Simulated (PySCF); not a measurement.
Si(OSiH3)(H)(F)(Me) (CH₇FOSi₂), SMILES C[SiH](F)O[SiH3]. Heavy atoms are numbered as in [SiH:1]([CH3:2])([F:3])[O:4][SiH3:5]. Hydrogens are named by the atom that carries them.

The structure is a stationary point at PBE0-D3(BJ)/def2-SVP. One conformer was computed; it need not be the lowest.

Level of theory: PBE/pcSseg-1 (PySCF).

GIAO shieldings, no solvent; atoms alike by connectivity are averaged. δ = σ(ref) − σ: ²⁹Si against TMS (σ = 335.4 ppm); ¹³C against TMS (σ = 182.0 ppm); ¹⁹F against CFCl3 (σ = 133.6 ppm); ¹⁷O against H2O (σ = 334.3 ppm); ¹H against TMS (σ = 31.49 ppm), references at their B3LYP-D3(BJ)/def2-TZVP geometries, non-relativistic.

```tsv
nucleus	atoms	count	δ (ppm)
²⁹Si	Si1 (SiH)	1	-7.6
²⁹Si	Si5 (SiH3)	1	-41.0
¹³C	C2 (CH3)	1	1.3
¹⁹F	F3	1	-174.7
¹⁷O	O4	1	59.3
¹H	H on Si5	3	5.55
¹H	H on Si1	1	5.46
¹H	H on C2	3	0.52
```
